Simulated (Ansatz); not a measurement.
```yaml
crystal:
  periodic: [false, false, false]
  atoms:
    - {symbol: C, position_ang: [-0.704033, 1.760444, -0.949170]}
    - {symbol: In, position_ang: [-0.031450, -0.059439, -0.025761]}
    - {symbol: C, position_ang: [1.487008, -0.418690, 1.451512]}
    - {symbol: N, position_ang: [-0.992737, -1.721265, -0.656249]}
    - {symbol: H, position_ang: [0.123739, 2.259036, -1.456439]}
    - {symbol: H, position_ang: [-1.098214, 2.445431, -0.196322]}
    - {symbol: H, position_ang: [-1.487741, 1.549569, -1.677260]}
    - {symbol: H, position_ang: [1.159571, -0.044714, 2.423737]}
    - {symbol: H, position_ang: [1.685484, -1.487425, 1.538564]}
    - {symbol: H, position_ang: [2.413291, 0.094176, 1.188068]}
    - {symbol: H, position_ang: [-1.744480, -1.726597, -1.325502]}
    - {symbol: H, position_ang: [-0.810439, -2.650525, -0.315179]}
basis:
  gaussian: {orbitals: def2-TZVPP, nuclear_model: gaussian}
total_charge: 1
magnetization: {spin_polarized: true, initial_magnetization: 1}
hamiltonian: {xc: {name: M06-2X}}
scf: {lower_state_search: off}
output: {forces: true}
```

```sh
$ ansatz run in.yaml --threads 4 --pin off --events-out ev --progress --plain --max-ram 10444MiB
```

Task: How does Ansatz answer? (An estimate is asked.)

Result: Computed: The input was rejected before any iteration.
```
Error: YAML parse error: error: line 20 column 19: hamiltonian.xc: no functional is named "M06-2X"; the names, which are not case-sensitive, are SVWN5, SPW92, PBE, PBE0, PBEsol, revPBE, revPBE0, RPBE, rPW86-PBE, HSE06, wPBEh, LC-wPBE, HISS, HF, BLYP, B3LYP, B3LYP5, BHLYP, CAM-B3LYP, r2SCAN, r2SCANh, r2SCAN0, r2SCAN50, m-r2SCAN, B97, wB97, wB97X, wB97X-V, B97M-V, wB97M-V, B2PLYP, B2GP-PLYP, PBE0-DH, PBE-QIDH
18 | total_charge: 1
19 | magnetization: {spin_polarized: true, initial_magnetization: 1}
20 | hamiltonian: {xc: {name: M06-2X}}
21 | scf: {lower_state_search: off}
22 | output: {forces: true}
```

HSE06 is defined as in plane-wave codes.
